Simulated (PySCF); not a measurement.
# Ca¹⁸⁺ (calcium, charge +18) across methods

1s2, closed-shell 1S. Calculation: PySCF 2.14, in an uncontracted even-tempered set (17 s from 15 bohr⁻², ratio 2.2; 7 p from 23 bohr⁻², ratio 2.4; 4 d from 70 bohr⁻², ratio 2.4; 3 f from 100 bohr⁻², ratio 2.4; 3 g from 160 bohr⁻², ratio 2.4); the spin-free X2C one-electron Hamiltonian (Gaussian nucleus).

```csv
method,E (hartree),mean ε 1s (eV),Σ⟨r²⟩ (bohr²),⟨S²⟩
UHF,-389.61504,-5132.0,0.01536,0.000
r2SCAN,-389.674,-5021.2,0.01538,0.000
B97-3,-389.622,-5040.7,0.01539,0.000
LDA,-388.106,-4991.9,0.01547,0.000
PBE0,-389.490,-5038.1,0.01540,0.000
PBE,-389.433,-5006.5,0.01542,0.000
TPSSh,-389.675,-5028.1,0.01538,0.000
```
